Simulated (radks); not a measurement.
Spherical quantum dot in the effective-mass picture: electrons in a hard-walled sphere of radius 12.9, with a point charge +1 (a donor) at the centre, all in effective atomic units (hartree* = m*/eps^2 hartree, bohr* = eps/m* bohr), one dielectric constant everywhere. Calculated with a radial shooting solver with Libxc functionals: non-relativistic Kohn-Sham, PBEsol, spin-polarised, spherical densities. Levels are named by radial order and angular momentum (1s, 1p, 1d, 2s, ...), and open shells are averaged over m.

N = 9, configuration 1s2 1p6 2s(up 1, down 0). This is the lowest configuration that the search found (a dilute case). Occupied levels:

level    occupation  eigenvalue (hartree*)  <r> (bohr*)
1s up             1                0.63152        1.619
1s down           1                0.73235        8.965
2s up             1                0.73445        9.160
1p up             3                0.74663        9.267
1p down           3                0.74673        9.263

Energy (hartree*): total 2.50808, kinetic 1.1205, external -1.8839, Hartree 4.4084, exchange-correlation -1.1368.
